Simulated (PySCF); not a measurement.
## Ionisation energy along the 26-electron series

Calculated with PySCF 2.14 and a two-component X2C-1e Hamiltonian (Gaussian nucleus, no Breit or QED terms), each ion in its own even-tempered basis scaled to its charge; GMP2 freezes [Ne] and drops the highest virtual spinors. Values in eV. NIST values: (m) measured, (s) semi-empirical, (t) theoretical.

```tsv
ion	configuration	GHF (spin-free)	GMP2 (spin-free)	GHF (screened spin-orbit)	GMP2 (screened spin-orbit)	NIST
Sm(36+)	[Ar] 3d8	2578.2	2579.4	2569.0	2570.1	2569 ± 5 (t)
Gd(38+)	[Ar] 3d8	2839.1	2840.3	2828.0	2829.1	2827 ± 4 (t)
```

Fill in the row of Eu(37+).

configuration: [Ar] 3d8; GHF (spin-free): 2707.1; GMP2 (spin-free): 2708.3; GHF (screened spin-orbit): 2697.0; GMP2 (screened spin-orbit): 2698.1; NIST: 2697 ± 4 (t).
